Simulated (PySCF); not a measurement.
Structure and isotropic susceptibility

Computed with PySCF, GIAO PBE/pcSseg-1 magnetisability, rotational g tensor and spin-rotation constants, non-relativistic, gas phase. Geometry: GFN2-xTB.

Each molecule in one low-energy conformer.

In some of these runs: for an ion the centre-of-mass motion in the field is neglected.

How does the isotropic susceptibility change along this series?
- S=P12C=CC(C=C1)C=C2 (phosphine turned into its sulfide)
- C1=C[PH+]2C=CC1C=C2 (P protonated)
- C=P12C=CC(C=C1)C=C2 (phosphine turned into its methylene ylide)
- C[P+]12C=CC(C=C1)C=C2 (phosphine turned into its P-methylated cation)


| molecule | χ, cgs (10⁻⁶ cm³/mol) | magnetisability anisotropy (10⁻³⁰ J/T²) |
| --- | --- | --- |
| S=P12C=CC(C=C1)C=C2 | -85.6 | 484 |
| C1=C[PH+]2C=CC1C=C2 | -67.9 | 637 |
| C=P12C=CC(C=C1)C=C2 | -77.9 | 486 |
| C[P+]12C=CC(C=C1)C=C2 | -80.7 | 587 |

The isotropic susceptibility is lowest for S=P12C=CC(C=C1)C=C2 and highest for C1=C[PH+]2C=CC1C=C2.
